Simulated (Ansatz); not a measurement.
The lowest singlet and triplet of C4H6 (SMILES C=CC=C); geometries from B3LYP-D3(BJ)/def2-TZVP, each state relaxed from the structure named, with no frequency check.
Singlet (charge 0, multiplicity 1):
```xyz
10

C      1.311     1.122     0.645
C      0.509     0.065     0.513
C     -0.509    -0.065    -0.513
C     -1.311    -1.122    -0.645
H      1.243     1.969    -0.028
H      2.058     1.176     1.426
H      0.604    -0.768     1.205
H     -0.604     0.768    -1.205
H     -2.058    -1.176    -1.426
H     -1.243    -1.969     0.028
```

A positive gap puts the triplet lower; no zero-point energy. R- takes a restricted singlet. U- takes an unrestricted singlet (broken symmetry where lower, unprojected). The triplet is unrestricted in single-reference levels. Active spaces average the two states.

Frozen-core correlation.

Run with Ansatz (a first-principles code) with Gaussian orbitals. Each number belongs to the level named beside it.

```tsv
level	gap E(singlet) − E(triplet), vertical, at the singlet's geometry (eV)
R-BHLYP/def2-TZVPP	-3.242
U-BHLYP/def2-TZVPP	-3.242
U-wB97M-V/def2-TZVPP	-3.525
R-SCS-MP2/cc-pVDZ	___
R-CCSD/cc-pVDZ	-3.507
U-CCSD/cc-pVTZ (spin-contaminated)	-3.434
R-CCSD(T)/cc-pVDZ	-3.542
R-CCSD(T)/cc-pVTZ	-3.533
FIC-MRCISD+Q on SA-CASSCF(4,4)/cc-pVDZ	-3.464
```

Problem. Fill in the missing entries.

Solution. 
- R-SCS-MP2/cc-pVDZ, gap E(singlet) − E(triplet), vertical, at the singlet's geometry (eV): -4.099

Doubts at one or more of the structures used: a restricted determinant that unrestricted orbitals would lower (R-SCS-MP2/cc-pVDZ, R-CCSD/cc-pVDZ, R-CCSD(T)/cc-pVDZ, R-CCSD(T)/cc-pVTZ); a spin-contaminated determinant (R-SCS-MP2/cc-pVDZ, R-CCSD/cc-pVDZ, R-CCSD(T)/cc-pVDZ, R-CCSD(T)/cc-pVTZ).
